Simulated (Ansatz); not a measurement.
Basis sets compared for In(PF3)H3 (InPH3F3). Total charge 0; singlet. Geometry r2SCAN-D4/def2-SVP. Ansatz on 2 threads of Intel Xeon Platinum 8259CL on a shared host; times are rough, and most runs start from earlier orbitals.

Cartesian coordinates in Å:
```
F 0.3217 -0.6415 2.2659
F -1.7835 0.2802 1.5296
F 0.1717 1.6884 1.6568
In 0.3747 -0.3854 -1.5842
P -0.2557 0.2652 1.0967
H -0.5728 0.9269 -2.1997
H -0.3290 -1.9608 -1.4406
H 2.0728 -0.1730 -1.3244
```

In the def2 sets In takes a core potential; there is no spin–orbit coupling. Another isomer (singlet) lies 0.49 eV lower at PBE0-D4/def2-TZVP; other spin states weren't run for this one.

Binding counts from free atoms (F doublet, In doublet, P quartet, H doublet) in the same basis, without a counterpoise term.

```
           level  functions  energy (Eh)  HOMO (eV)  LUMO (eV)  binding per atom (eV)  wall time
 PBE-D4/def2-SVP        101    -832.0730      -6.92      -1.71                   2.92      1.4 s
PBE0-D4/def2-SVP        101    -832.0977      -8.15      -0.86                   2.78      2.2 s
```

Estimate the rows for PBE-D4/def2-TZVP (with forces), PBE0-D4/def2-TZVP.


| level | functions | energy (Eh) | HOMO (eV) | LUMO (eV) | binding per atom (eV) | wall time |
| --- | --- | --- | --- | --- | --- | --- |
| PBE-D4/def2-TZVP (with forces) | 198 | -832.6040 | -6.99 | -2.10 | 2.98 | 3.5 s |
| PBE0-D4/def2-TZVP | 198 | -832.6260 | -8.18 | -1.19 | 2.88 | 4.3 s |
